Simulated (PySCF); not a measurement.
# How methods differ on the excitation energy of Cd

Cd [Kr] 4d10 5s2 (1S) → Cd [Kr] 4d9 5s2 6s1 (3D), as a difference of total energies. Computed with PySCF 2.14 in aug-cc-pVTZ-PP with ECP28MDF, with scalar relativity through the core potential. Correlated levels: valence: 4s2 4p6 frozen. The calculations carry no spin-orbit coupling.

| method | excitation energy (eV) |
| --- | --- |
| UHF | 13.719 |
| MP2 (valence) | 15.408 |
| SCS-MP2 (valence) | 15.227 |
| CCSD (valence) | 15.079 |
| CCSD(T) (valence) | 15.176 |

**Question.** How much does correlation contribute at CCSD(T) (valence)?

**Answer.** 15.176 − (13.719) = 1.457 eV, measured against UHF.

The upper state lies above the first ionisation limit, where it may autoionise and the basis confines it. A Rydberg-like electron needs more diffuse functions than a valence basis has.

The promoted electron is Rydberg-like, and one or two diffuse shells describe it only roughly, which tends to raise the upper state.
